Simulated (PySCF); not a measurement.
CH7InN2.
Cartesian coordinates in Å at the PBE0-D3(BJ)/def2-SVP level; atoms count from 1:
```
atom  x, y, z in Å
N1     2.4392   -0.7663    0.1432
C2     1.7059    0.1234   -0.4021
In3   -0.0651    1.0573    0.5259
N4    -1.6018   -0.5403   -0.3963
H5     2.1156   -0.9613    1.1003
H6     2.0074    0.3943   -1.4359
H7    -0.2506    0.5690    2.1939
H8    -0.8178    2.4853   -0.1215
H9    -2.5475   -0.4405   -0.0288
H10   -1.2882   -1.4871   -0.1832
H11   -1.6588   -0.4596   -1.4111
```

Computed with PySCF 2.14.0, PBE0-D3(BJ)/def2-SVP geometry optimisation, gas phase, def2 core potentials past Kr.

Task: Which atoms are bound to In3, and at what distances?

Result: 4 atoms: H8 1.739 Å, H7 1.748 Å, C2 2.207 Å, N4 2.401 Å. The nearest atom not counted as bound is H10, at 2.91 Å.

Task: List the angles at In3.

Result: 
```tsv
angle	degrees	distance of the outer atoms (Å)
H7–In3–H8	122.6	3.06
C2–In3–H8	122.6	3.47
C2–In3–H7	111.6	3.28
N4–In3–H8	97.3	3.14
N4–In3–H7	96.5	3.12
C2–In3–N4	94.0	3.37
```

Task: Describe the arrangement about In3 in numbers.

Result: Angles from 94.0° to 122.6°; τ4 = (360° − α − β)/141° = 0.81 with α and β the two widest (0 for a square, 1 for a tetrahedron).

Task: What are the other bond lengths?

Result: N1=C2 1.275 Å; N1–H5 1.029 Å; C2–H6 1.110 Å; N4–H9, N4–H10, N4–H11 1.020 Å.

Task: Give some angles away from the centre.

Result: N1–C2–In3 125.2°.

Task: What are the rotational constants (commonest isotopes, rigid rotor)?

Result: A = 5026, B = 2541, C = 1869 MHz: an asymmetric top.

Point group: C1 (no symmetry element, even within 0.4 Å). Charge 0, singlet. Whether it is a minimum is left open (no frequencies).

One conformer stands for the species.
